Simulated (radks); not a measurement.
Values are calculated unless marked as measured or tabulated.
Q: Coherent X-ray form factor from a spherical all-electron density. Level of theory: Dirac Kohn-Sham, relativistic LDA (MacDonald-Vosko exchange, VWN5 correlation), spin-unpolarised, spherical densities, finite nucleus; Fermi nuclear charge, rms radius of each element as measured or else 0.836 A^(1/3) + 0.57 fm (a radial shooting solver on a logarithmic mesh with Libxc functionals).

sin(theta)/lambda (1/angstrom),f0 (electrons)
0.05,24.706
0.1,23.872
0.15,22.616
0.2,21.092
0.25,19.442
0.3,17.782
0.4,14.717
0.5,12.215
0.6,10.320
0.8,7.973
1,6.743
1.25,5.762
1.5,4.917
2,3.409

The species is in the configuration that NIST lists as its ground one. Which atom or ion scatters so?

A: The cobalt ion Co2+, [Ar] 3d7. Extrapolating in s^2 from the first two rows gives f0(0) = 25.0, near the electron count 25; among species with that count, the fall with angle is slower the higher Z, and the table is that of Z = 27; from so few rows the species is fixed only to a neighbour or two.
